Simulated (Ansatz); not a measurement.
Basis-set extrapolation for C$_{4}$H$_{5}$FSi, SMILES `C=C=C1[SiH2]C1F` (PBE0-D4/def2-TZVP geometry, frozen core, the Gaussian-basis code of Ansatz). Multiplicity 1, RHF reference.

|  | def2-TZVPP | def2-QZVPP |
| --- | --- | --- |
| HF | -542.729754 | -542.749455 |
| MP2 correlation | -0.990981 | -1.063997 |
| CCSD(T) correlation | -1.074998 | not run |

Energies in hartree. Use E(X) = E(∞) + A·exp(−7.88·√X) for Hartree–Fock and E(X) = E(∞) + B·X^(−2.97) for correlation, with X = 3 and 4, and add CCSD(T) minus MP2 of the smaller set to the MP2 limit.

Q: What is the CCSD(T) energy at the basis-set limit?

A: HF limit: -542.749455 + (-0.019701) × 0.13774 = -542.75217. MP2 limit: -1.063997 + (-0.073016) × 0.74074 = -1.11808. Higher-order term: -1.074998 − (-0.990981) = -0.08402. Total: -543.95427 hartree, 93.8 kcal/mol below CCSD(T)/def2-TZVPP.
